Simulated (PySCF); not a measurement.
Species: C7H15NSi.
Cartesian coordinates in Å at the GFN2-xTB level; atoms count from 1:
```xyz
24
C7H15NSi angstrom
C     -3.466   -0.529    0.191
C     -2.742    0.410   -0.766
C     -1.384    0.835   -0.214
N     -0.506   -0.304   -0.072
C      0.820    0.048    0.414
C      1.627   -1.199    0.652
C      2.868   -1.260    0.202
C      3.435   -0.084   -0.538
Si     1.962    1.108   -0.730
H     -4.399   -0.878   -0.245
H     -2.836   -1.386    0.412
H     -3.690   -0.019    1.125
H     -2.596   -0.089   -1.727
H     -3.348    1.302   -0.941
H     -1.515    1.273    0.782
H     -0.943    1.617   -0.864
H     -0.421   -0.785   -0.964
H      0.659    0.542    1.382
H      1.150   -2.008    1.186
H      3.499   -2.124    0.357
H      3.871   -0.406   -1.485
H      4.253    0.353    0.039
H      1.467    1.140   -2.112
H      2.221    2.464   -0.242
```

Hirshfeld charges (e) from the PBE0/pcSseg-1 density (PySCF), one withheld:

| atom | bonded to | charge |
| --- | --- | --- |
| C1 | C2 H10 H11 H12 | -0.1228 |
| C2 | C1 C3 H13 H14 | -0.0668 |
| C3 | C2 N4 H15 H16 | -0.0254 |
| N4 | C3 C5 H17 | -0.1540 |
| C5 | N4 C6 Si9 H18 | -0.0685 |
| C6 | C5 C7 H19 | ? |
| C7 | C6 C8 H20 | -0.0494 |
| C8 | C7 Si9 H21 H22 | -0.1640 |
| Si9 | C8 C5 H23 H24 | +0.3280 |
| H10 | C1 | +0.0375 |
| H11 | C1 | +0.0321 |
| H12 | C1 | +0.0372 |
| H13 | C2 | +0.0352 |
| H14 | C2 | +0.0396 |
| H15 | C3 | +0.0368 |
| H16 | C3 | +0.0202 |
| H17 | N4 | +0.1000 |
| H18 | C5 | +0.0362 |
| H19 | C6 | +0.0438 |
| H20 | C7 | +0.0448 |
| H21 | C8 | +0.0383 |
| H22 | C8 | +0.0402 |
| H23 | Si9 | -0.0797 |
| H24 | Si9 | -0.0800 |

**Question.** What is the charge on C6?

**Answer.** The charges add up to the total charge, 0. The others sum to +0.0593, which leaves -0.0593 e for C6 (alkene CH carbon); the computed value is -0.0592, the difference coming from rounding and the integration grid.

**Question.** Add each hydrogen's charge to the atom that carries it.

**Answer.** C1 -0.0160, C2 +0.0080, C3 +0.0316, N4 -0.0540, C5 -0.0323, C6 -0.0154, C7 -0.0046, C8 -0.0855, Si9 +0.1683.

**Question.** Across which bond do the charges differ most?

**Answer.** Si9–C8: +0.3280 on Si9 against -0.1640 on C8, a difference of 0.4920 e. The lower charge is on the more electronegative element of the two (Pauling values: C 2.55, Si 1.90).

**Question.** Take the bonds between elements whose Pauling electronegativities differ by more than 0.25. In how many does the more electronegative atom carry the lower charge?

**Answer.** In 19 of 19.

**Question.** How much positive and how much negative charge does this set hold in all?

**Answer.** +0.8699 e on 14 atoms and -0.8698 e on 10.

The Hirshfeld scheme divides the density at each point in proportion to the densities of the neutral, spherically averaged free atoms. One conformer (not necessarily the lowest) at the GFN2-xTB geometry, without solvent, vibrations or thermal averaging.
